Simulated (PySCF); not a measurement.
Mapped SMILES: `[CH2:1]=[C:2]([C:3]#[C:4][C:5]#[N:6])[NH:7][CH:8]=[O:9]` (H(Xn): hydrogen on atom n). Ha(C1) is cis to C3; Hb(C1) is trans to C3.

- structure optimised with GFN2-xTB
- σ from GIAO-PBE0/pcSseg-1
- code: PySCF
- no relativistic terms, no solvent model, one computed conformer

References, each an isolated molecule treated in the same way: TMS for ¹³C (186.93 ppm).

Do the ¹³C shifts follow the atomic charges (in e)? Tabulate both.

Results:


```csv
atoms,hybridisation,δ (ppm),σ para (ppm),Hirshfeld,IAO,Mulliken,ESP-fitted
C8,sp2,157.2,-213,+0.14,+0.31,+0.42,+0.39
C2,sp2,129.4,-197,+0.06,+0.10,-0.02,+0.14
C1,sp2,116.3,-182,-0.10,-0.33,-0.08,-0.60
C5,sp,111.7,-192,+0.09,+0.15,-0.09,+0.63
C4,sp,82.8,-142,-0.02,-0.05,+0.05,-0.48
C3,sp,76.5,-140,+0.01,+0.04,+0.27,+0.32
```

Correlation coefficients of δ with charge over these carbons: Hirshfeld +0.57, IAO +0.44, Mulliken +0.23, ESP-fitted +0.26; with the paramagnetic shielding -0.96. With so few points, grouped by hybridisation, these coefficients are fragile. Charge is one influence among several: hybridisation and low-lying excitations act through the paramagnetic term.

Shifts are as computed. Against solution values, carbons near 30 ppm lie about +3 ppm off and those near 130 ppm about +5 ppm. Of 1211 compounds with measured shifts, 218 miss one by over three times the rms of a fit or turn the order of signals round; such compounds aren't used in these exercises. The C=O carbon of an acid or of an amide with N–H lies up to 10 ppm further downfield in solution, through hydrogen bonding that the calculation lacks.
